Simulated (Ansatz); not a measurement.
System: H$_{6}$S, charge 0, multiplicity 1. 
Geometry from a B3LYP-D3(BJ)/def2-TZVP (Ansatz, a first-principles code) optimisation:
SMILES: [H][S@OH27]([H])([H])([H])([H])[H]
```xyz
7

S      0.0000     0.0000     0.0000
H      1.4140    -0.0061     0.0019
H     -1.4140     0.0061    -0.0019
H      0.0062     1.4140    -0.0126
H     -0.0062    -1.4140     0.0126
H     -0.0018     0.0126     1.4140
H      0.0018    -0.0126    -1.4140
```
Charge 0, spin multiplicity 1.

Atomisation energy built up term by term with Ansatz (kcal/mol; UHF references for open shells; valence terms freeze the core; atomic spin-orbit terms are left out). CBS marks a two-point X^-3 extrapolation of the correlation energy; Hartree-Fock from the larger set.

```json
[
 {"term": "Hartree-Fock", "basis": "cc-pV(Q+d)Z", "kcal/mol": "…"},
 {"term": "CCSD correlation", "basis": "CBS(cc-pV(T+d)Z,cc-pV(Q+d)Z)", "kcal/mol": "118.19"},
 {"term": "(T)", "basis": "CBS(cc-pV(T+d)Z,cc-pV(Q+d)Z)", "kcal/mol": "…"},
 {"term": "CCSDT - CCSD(T)", "basis": "cc-pV(D+d)Z", "kcal/mol": "0.33"},
 {"term": "core correlation", "basis": "cc-pwCVTZ", "kcal/mol": "-0.19"},
 {"term": "scalar relativity (X2C)", "basis": "cc-pVTZ-DK against cc-pVTZ", "kcal/mol": "-1.66"},
 {"term": "sum: De", "basis": "", "kcal/mol": "…"}
]
```

Task: Complete the blanks.

Result: 
- Hartree-Fock, kcal/mol: 171.62
- (T), kcal/mol: 3.63
- sum: De, kcal/mol: 291.9
